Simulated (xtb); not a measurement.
C$_{4}$H$_{9}$NaO, singlet, at a GFN2-xTB geometry (such geometries of metal compounds can be far from the true shape); GFN-FF run with xtb.

Here is a job for xtb.
```
$ xtb mol.xyz --gfnff --json

# file mol.xyz
15

Na     1.41416953     1.64452484     0.99121953
O      0.00638526     0.48438095     0.82645381
C     -0.34210795    -0.36358128    -0.18034111
C      0.75261015    -1.42345878    -0.42643827
C     -1.65128625    -1.09921080     0.19043998
C     -0.57667651     0.39883633    -1.50187583
H      0.46412264    -2.11615523    -1.21272031
H      0.92429880    -1.97817725     0.49249473
H      1.68367264    -0.92366625    -0.71262686
H     -1.49879107    -1.65142879     1.11299942
H     -1.95379042    -1.78388005    -0.59743711
H     -2.43541732    -0.36628070     0.35593475
H      0.34667865     0.90926824    -1.79481754
H     -1.35327420     1.14432514    -1.35006294
H     -0.87968312    -0.27433875    -2.29951818
```

The log (banner, timings and long lists left out):

```
   ID    Z sym.   atoms
    1   11 Na     1
    2    8 O      2
    3    6 C      3-6
    4    1 H      7-15

           -------------------------------------------------
          |                Calculation Setup                |
           -------------------------------------------------

molecular fragmentation (1/2 indicates fragments):
111112111111222
# atoms in fragment 1/2:    11     4
 fragment masses (1/2) :       81.07       15.03
CMA distance (Bohr)    :   4.022
constraining FC (au)   :  0.0500

          ==================== Thresholds ====================
          CN  :   150.00000
          rep :   500.00000
          disp:  2500.00000
          HB1 :   250.00000
          HB2 :   450.00000

          Pauling EN used:
          Z : 1  EN :  2.20
          Z : 6  EN :  2.55
          Z : 8  EN :  3.44
          Z :11  EN :  0.93
          electric field strengths (au): 0.000

           -------------------------------------------------
          |           Force Field Initialization            |
           -------------------------------------------------

          distances ...
          ----------------------------------------
          generating topology and atomic info file ...
          pair mat ...
          computing topology distances matrix with Floyd-Warshall algo ...
          making topology EEQ charges ...
          #fragments for EEQ constrain: 1
          ----------------------------------------
          generating topology and atomic info file ...
          pair mat ...
          computing topology distances matrix with Floyd-Warshall algo ...
          making topology EEQ charges ...
          #fragments for EEQ constrain: 1
          rings ...
          # BATM   132
          # H in HB   0

  atom   neighbors  erfCN metchar sp-hybrid imet pi  qest     coordinates
    1  Na      1    1.43   0.73         0    1    0   0.344    2.672393    3.107702    1.873133
    2  O       2    1.92   0.00         3    0    0  -0.412    0.012066    0.915347    1.561771
    3  C       4    3.72   0.00         3    0    0   0.086   -0.646490   -0.687069   -0.340795
    4  C       4    3.50   0.00         3    0    0  -0.057    1.422227   -2.689947   -0.805852
    5  C       4    3.49   0.00         3    0    0  -0.057   -3.120479   -2.077207    0.359879
    6  C       4    3.50   0.00         3    0    0  -0.057   -1.089761    0.753691   -2.838134
    7  H       1    0.97   0.00         0    0    0   0.017    0.877065   -3.998954   -2.291709
    8  H       1    0.97   0.00         0    0    0   0.017    1.746672   -3.738213    0.930680
    9  H       1    0.97   0.00         0    0    0   0.017    3.181680   -1.745476   -1.346670
   10  H       1    0.97   0.00         0    0    0   0.017   -2.832305   -3.120748    2.103264
   11  H       1    0.97   0.00         0    0    0   0.017   -3.692129   -3.371045   -1.128993
   12  H       1    0.97   0.00         0    0    0   0.017   -4.602272   -0.692170    0.672619
   13  H       1    0.97   0.00         0    0    0   0.017    0.655128    1.718268   -3.391714
   14  H       1    0.97   0.00         0    0    0   0.017   -2.557318    2.162461   -2.551249
   15  H       1    0.97   0.00         0    0    0   0.017   -1.662360   -0.518425   -4.345460

          #atoms :   15
          #bonds :   14
          #angl  :   24
          #tors  :   30
          #nmol  :   1
          #optfrag :   1
           -------------------------------------------------
          |                   G F N - F F                   |
          |          A general generic force-field          |
          |                  Version 1.0.3                  |
           -------------------------------------------------
          Number of HB bonds (bound hydrogen)     0
          Number of HB bonds (unbound hydrogen)   0
          Number of XB bonds                      0

         :::::::::::::::::::::::::::::::::::::::::::::::::::::
         ::                     SUMMARY                     ::
         :::::::::::::::::::::::::::::::::::::::::::::::::::::
         :: total energy              -2.133357923872 Eh    ::
         :: gradient norm              0.072466853263 Eh/a0 ::
         ::.................................................::
         :: bond energy               -2.096662738121 Eh    ::
         :: angle energy               0.000755063785 Eh    ::
         :: torsion energy             0.000023575802 Eh    ::
         :: repulsion energy           0.127132239155 Eh    ::
         :: electrostat energy        -0.155740463331 Eh    ::
         :: dispersion energy         -0.008034155521 Eh    ::
         :: HB energy                  0.000000000000 Eh    ::
         :: XB energy                  0.000000000000 Eh    ::
         :: bonded atm energy         -0.000831445642 Eh    ::
         :: external energy            0.000000000000 Eh    ::
         :: add. restraining           0.000000000000 Eh    ::
         :: total charge               0.000000000000 e     ::
         :::::::::::::::::::::::::::::::::::::::::::::::::::::

           -------------------------------------------------
          |                Property Printout                |
           -------------------------------------------------

molecular dipole:
                 x           y           z       tot (Debye)
 q only:        0.970       0.844       0.192       3.304

           -------------------------------------------------
          | TOTAL ENERGY               -2.133357923872 Eh   |
          | GRADIENT NORM               0.072466853263 Eh/α |
           -------------------------------------------------
########################################################################
[WARNING] Runtime exception occurred
-1- gfnff_setup: Could not read topology file.
########################################################################

normal termination of xtb
```
